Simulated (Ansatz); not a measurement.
A run for Ansatz (a first-principles code): U-wB97X-V/def2-TZVPP on KH, a point of a bond scan (R = 2.492 Å).

Ansatz 0.2 input:
```yaml
crystal:
  periodic: [false, false, false]
  atoms:
    - {symbol: K, position_ang: [-0.00000000, -0.00000000, -0.11326949]}
    - {symbol: H, position_ang: [0.00000000, 0.00000000, 2.37865929]}
basis:
  gaussian:
    orbitals: def2-TZVPP
hamiltonian:
  xc: {name: wB97X-V}
magnetization: {spin_polarized: true, initial_magnetization: 0}
```

### Question
What total energy does the run end on?

### Answer
-600.3888 hartree.

### Question
How many basis functions does it have, and what does it roughly cost on one machine?

### Answer
47 functions; very roughly 6 core-seconds.
